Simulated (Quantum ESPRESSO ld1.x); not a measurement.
Isoelectronic series with 39 electrons, each ion in its NIST ground configuration. Method: scalar-relativistic Kohn-Sham, LDA (Slater exchange, VWN5 correlation), spin-polarised, spherical densities, point nucleus; open shells are filled with parallel spins first; computed with ld1.x of Quantum ESPRESSO 7.5. Total energies (hartree) and mean radii <r> (bohr) (* marks an orbital that is empty in some or all of the ions):

| ion | configuration | E (hartree) | 5s down* | 5s up* | 4d down* | 4d up | 4p down | 4p up | 4s down |
|---|---|---|---|---|---|---|---|---|---|
| Ru5+ | [Kr] 4d3 | -4520.4367 | 2.236 | 2.199 | 1.315 | 1.309 | 1.078 | 1.080 | 0.9929 |
| In10+ | [Kr] 4d3 | -5845.0003 | 1.612 | 1.599 | 0.9428 | 0.9406 | 0.8526 | 0.8525 | 0.8063 |
| Xe15+ | [Kr] 4d3 | -7358.9099 | 1.282 | 1.275 | 0.7498 | 0.7486 | 0.7080 | 0.7076 | 0.6784 |
| Pr20+ | [Kr] 4d3 | -9067.594 | 1.069 | 1.065 | 0.6266 | 0.6258 | 0.6062 | 0.6058 | 0.5850 |
| Gd25+ | [Kr] 4d3 | -10977.689 | 0.9182 | 0.9150 | 0.5398 | 0.5392 | 0.5302 | 0.5298 | 0.5134 |
| Tm30+ | [Kr] 4d3 | -13097.134 | 0.8043 | 0.8019 | 0.4747 | 0.4742 | 0.4709 | 0.4706 | 0.4566 |
| W35+ | [Kr] 4d3 | -15435.402 | 0.7147 | 0.7129 | 0.4239 | 0.4235 | 0.4234 | 0.4231 | 0.4101 |
| Au40+ | [Kr] 4d3 | -18003.832 | 0.6420 | 0.6406 | 0.3829 | 0.3827 | 0.3842 | 0.3840 | 0.3713 |
